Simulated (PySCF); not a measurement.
# Yb(43+) (ytterbium, charge +43) across methods

[Ar] 3d9, 2D determinant. Calculation: PySCF 2.14, in an uncontracted even-tempered set (18 s from 8.4 bohr⁻², ratio 2.5; 13 p from 11 bohr⁻², ratio 2.5; 8 d from 11 bohr⁻², ratio 2.5; 4 f from 48 bohr⁻², ratio 2.7; 3 g from 72 bohr⁻², ratio 2.7); the spin-free X2C one-electron Hamiltonian (Gaussian nucleus).

```csv
method,E (hartree),mean ε 3p β (eV),mean ε 3d α (eV),mean ε 3d β (eV),Σ⟨r²⟩ (bohr²),⟨S²⟩
r2SCAN,-12773.21,-3963.3,-3532.1,-3525.9,0.8328,0.750
M06-2X,-12774.31,-3991.9,-3561.3,-3554.3,0.8326,0.750
PBE,-12772.62,-3952.9,-3526.0,-3520.3,0.8334,0.750
B3LYP,-12772.98,-3969.0,-3539.7,-3533.6,0.8332,0.750
PBE0,-12772.66,-3973.3,-3543.1,-3536.8,0.8331,0.750
LDA,-12762.73,-3951.3,-3525.5,-3519.5,0.8339,0.750
UHF,-12771.24338,-4032.2,-3592.1,-3584.3,0.8325,0.750
```

Spin-orbit coupling, absent here, splits the open shell strongly.
